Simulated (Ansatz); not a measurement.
A made-up structure of CH$_{4}$GeS, closed shell:

S1  (0.294, -1.965, 0.594)
C2  (-0.523, -0.767, 0.041)
Ge3  (0.318, 0.593, -0.058)
H4  (-1.622, -0.688, -0.308)
H5  (0.206, 0.943, -1.621)
H6  (-0.521, 1.577, 0.896)
H7  (1.849, 0.307, 0.457)
(Å)

It is relaxed with PBE-D4/def2-SVP and then PBE0-D4/def2-TZVP (Ansatz 0.2.0). Atoms count as bonded within 1.22 times the sum of their covalent radii (H–H: 0.88 Å). The end point is not checked to be a true minimum.

Question: Does its bonding change? (A judgement: the text doesn't fix the answer.)

Answer: Computed: Yes. Formed: none; broken: S1–Ge3.

Where it ends: The first stage lowers the energy by 2.66 eV in 8 steps. It ends as CH₄GeS ([S][CH][GeH3]):
S1  (0.075, -2.329, 0.616)
C2  (-0.585, -0.968, 0.076)
Ge3  (0.369, 0.740, -0.081)
H4  (-1.636, -0.972, -0.230)
H5  (0.322, 1.198, -1.549)
H6  (-0.356, 1.790, 0.779)
H7  (1.811, 0.540, 0.390)
(Å)

Labels in which every atom is bracketed show which atoms are joined, not bond orders.

For scale, one of the runs: PBE0-D4/def2-TZVP relaxation, 140 basis functions, launched by `ansatz run in.yaml --threads 2 --pin off --events-out ev --progress --plain --max-ram 4352MiB`. Hardware: 2 CPU threads of an Arm Neoverse V1, shared host. Wall time about 29 s.
